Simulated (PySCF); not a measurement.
A calculated (UHF, PySCF 2.14, aug-cc-pVDZ-DK, the spin-free X2C one-electron Hamiltonian (Gaussian nucleus)) atom or ion has these occupied shells.

```json
{"shell": "1s α", "electrons": "1", "orbital energy (eV)": "-309.00", "rms radius, mean of both spins (bohr)": "0.312"}
{"shell": "1s β", "electrons": "1", "orbital energy (eV)": "-307.73", "rms radius, mean of both spins (bohr)": "0.312"}
{"shell": "2s α", "electrons": "1", "orbital energy (eV)": "-22.610", "rms radius, mean of both spins (bohr)": "1.76"}
{"shell": "2s β", "electrons": "1", "orbital energy (eV)": "-15.970", "rms radius, mean of both spins (bohr)": "1.76"}
{"shell": "2p α", "electrons": "2", "orbital energy (eV)": "-11.919", "rms radius, mean of both spins (bohr)": "1.93"}
```

(1) Name the element and its charge.

Results:

(1) C (carbon, neutral), in [He] 2s2 2p2, high-spin 3P determinant.
